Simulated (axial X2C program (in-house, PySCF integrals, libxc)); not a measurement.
## Which molecule has these constants?

Computed with an in-house all-electron X2C program for linear molecules (integrals from PySCF), spin-free (one-electron X2C) or two-component (2c: spin–orbit coupling with atomic mean-field Coulomb and Gaunt terms, which also bring small scalar terms), in Dyall basis sets with cores contracted in-house; open shells are unrestricted.

A two-component PBE0 calculation in a Dyall 3-zeta basis gave Re = 1.628 Å, ωe = 1094.2 cm⁻¹, Ω = 1/2.

Question: Which molecule is it?
A. Al₂⁺
B. In₂⁺
C. Ga₂⁺
D. B₂⁺

Answer: D. The others have Ga₂⁺ 3.269 Å and 90.8 cm⁻¹ (Ω = 1/2); Al₂⁺ 3.260 Å and 155.7 cm⁻¹ (Ω = 1/2); In₂⁺ 3.605 Å and 64.7 cm⁻¹ (Ω = 1/2).

Each entry is the lowest single determinant of a limited PBE0 search at one distance. De goes to single-determinant-based atoms at the same level (for ions the charge split of lowest energy) and is withheld (n/a) where an atom does not fit its ground term or J level. Main or longest-lived isotopes. One determinant is a doubtful description, or other states lie close, for B₂⁺; these need not be ground states, and all values refer to the states named. With several unpaired electrons the Ω given is that of one determinant, not necessarily of the lowest component. Some light 2c atoms are not at their ground J level, so De misses part of their lowering (0.04 eV or less). The functionals have no current term, which raises determinants with orbital currents.
